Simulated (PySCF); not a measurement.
SbBr2, SMILES [Br][Sb+][Br] (connectivity only; charge and spin as stated), charge +1, multiplicity 1.

The structure is a stationary point at r2SCAN-D4/def2-SVP. The multiplicity is an assumed one; other spin states were not compared. The isomer is the one that the SMILES or the coordinates give; other isomers of the formula were not compared. The def2 effective core potentials stand for the cores of Sb; spin–orbit coupling is left out.

Two levels are set side by side: TDA-PBE/def2-SVPD (PySCF) and TDA-ωB97X/def2-SVPD (PySCF). Vertical, same geometry. The lowest singlet is HOMO→LUMO 100 % with PBE and HOMO→LUMO 99 % with the other functional; states are paired by order. Differences are taken from unrounded values.

| quantity | TDA-ωB97X | TDA-PBE | TDA-PBE minus TDA-ωB97X |
|---|---|---|---|
| lowest singlet excitation (eV) | 2.94 | 2.22 | -0.72 |
| lowest triplet excitation (TDA) (eV) | 2.32 | 2.02 | -0.30 |
| first bright state (f over 0.05) (eV) | 3.81 | 3.39 | -0.43 |
| its oscillator strength | 0.06 | 0.06 | -0.01 |

A lower first singlet is the usual sign of a functional without exact exchange. Differences between two approximate levels are no errors against the true value.

Rough cost on one machine, each run with all the roots and properties that it gave: TDA-ωB97X against TDA-PBE about 4 times.
